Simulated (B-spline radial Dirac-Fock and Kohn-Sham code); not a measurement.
Atomic SCF run for Mn

ΔSCF core binding energies without Breit or QED terms, calculated with a B-spline atomic structure program. Keys: rel is the Hamiltonian (dirac, or spin-free x2c and nr, where L3 and M5 stand for the whole 2p and 3d shells), method is hf or an exchange,correlation pair (spin-unpolarised, also for the hole states), nuc the nuclear model, radius_factor scales its radius, rmax is the box in bohr, h the logarithmic mesh step, order the B-spline order, points the quadrature points per cell, c_factor scales the speed of light, and damp, ndamp, maxit and tol steer the iteration. The run stops when the commutator error falls below 10·tol·max(1, Z/10), or the numerical noise floor, and the energy has settled to about 1e-8 Ha; the virial ratio is −V/T.

Input (task.json):

```json
{"items": [{"Z": 25, "q": 0, "cfg": [[1, 0, 2], [2, 0, 2], [2, 1, 6], [3, 0, 2], [3, 1, 6], [3, 2, 5], [4, 0, 2]], "A": 55, "rrms": 3.7057, "do": "settings", "holes": ["K", "L3", "M5"],
  "settings": [{"rel": "dirac", "method": "hf", "nuc": "fermi", "radius_factor": 1.0, "rmax": 1.0, "h": 0.3, "order": 8, "points": 10, "c_factor": 1.0, "maxit": 69, "damp": 0.5, "ndamp": 3, "tol": 1e-08}]}]}
```

Command: `python xray2_run.py task.json out`

Ground-state iterations:

```
iter   energy (Ha)        error
   1    -1026.68422429  8.29e-01
   2    -1028.16896924  7.04e-02
   3    -1028.18832672  3.06e-02
   4    -1028.19185888  1.33e-02
   5    -1028.19263139  2.02e-03
   6    -1028.19264849  2.59e-05
   7    -1028.19264849  2.08e-06
   8    -1028.19264849  2.55e-08
```

The ground state converged in 8 iterations, with total energy -1028.19265 Ha, virial ratio 1.69096 and highest orbital energy 909.00 eV. ΔSCF binding energies: K (1s) 6204.8 eV, L3 (2p3/2) 364.1 eV. Holes are computed only in closed shells, and unreliable hole states are left out.

Problem. One setting is unsound. Which, and why?

Solution. rmax squeezes the outer orbitals. With the default settings (Dirac Hartree-Fock): The ground state converged in 12 iterations, with total energy -1157.32199 Ha, virial ratio 1.98666 and highest orbital energy -6.92 eV. ΔSCF binding energies: K (1s) 6560.5 eV, L3 (2p3/2) 654.3 eV. Holes are computed only in closed shells, and unreliable hole states are left out.
